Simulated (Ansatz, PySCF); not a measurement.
C3H6BFO, SMILES FCB1CCO1. Atoms are numbered in the order given.

```xyz
12

F      0.5467     2.3178     0.0000
C     -0.5590     1.4940     0.0000
B     -0.1676    -0.0263     0.0000
C      1.1240    -0.9405     0.0000
C      0.0297    -2.0187     0.0000
O     -1.0592    -1.0623     0.0000
H     -1.1844     1.7257     0.8836
H     -1.1844     1.7257    -0.8836
H      1.7609    -0.9056     0.8950
H      1.7609    -0.9056    -0.8950
H     -0.0213    -2.6552     0.8974
H     -0.0213    -2.6552    -0.8974
```

Coordinates come from a PBE0-D3(BJ)/def2-SVP optimisation. The structure was generated by enumeration, and PubChem lists no compound with its InChIKey, so it may never have been made. Other conformers were not sampled.

Two levels are set side by side: PBE-D3(BJ)/def2-SVP (Ansatz, an electronic-structure program) and PBE0-D3(BJ)/def2-SVP (Ansatz). Each level has its own optimised geometry; the coordinates shown are those of the second. Frequencies come from the Hessian of PySCF at each geometry. Differences are taken from unrounded values.

| quantity | PBE0-D3(BJ) | PBE-D3(BJ) | PBE-D3(BJ) minus PBE0-D3(BJ) |
|---|---|---|---|
| mean bond length (Å) | 1.292 | 1.302 | 0.010 |
| bond F1–C2 (Å) | 1.379 | 1.394 | 0.016 |
| bond C2–B3 (Å) | 1.570 | 1.575 | 0.005 |
| bond B3–C4 (Å) | 1.582 | 1.589 | 0.007 |
| bond B3–O6 (Å) | 1.367 | 1.381 | 0.014 |
| bond C4–C5 (Å) | 1.536 | 1.544 | 0.008 |
| bond C5–O6 (Å) | 1.449 | 1.470 | 0.020 |
| bond C2–H7 (Å) | 1.107 | 1.117 | 0.010 |
| bond C2–H8 (Å) | 1.107 | 1.117 | 0.010 |
| bond C4–H9 (Å) | 1.099 | 1.107 | 0.008 |
| bond C4–H10 (Å) | 1.099 | 1.107 | 0.008 |
| bond C5–H11 (Å) | 1.101 | 1.110 | 0.009 |
| bond C5–H12 (Å) | 1.101 | 1.110 | 0.009 |
| highest harmonic wavenumber (cm⁻¹) | 3178 | 3086 | -93 |
| mean harmonic wavenumber (cm⁻¹) | 1368 | 1318 | -50 |
| zero-point energy (kcal/mol) | 58.69 | 56.53 | -2.16 |

GGA bonds tend to be longer and softer than those of functionals with exact exchange. Differences between two approximate levels are no errors against the true value.
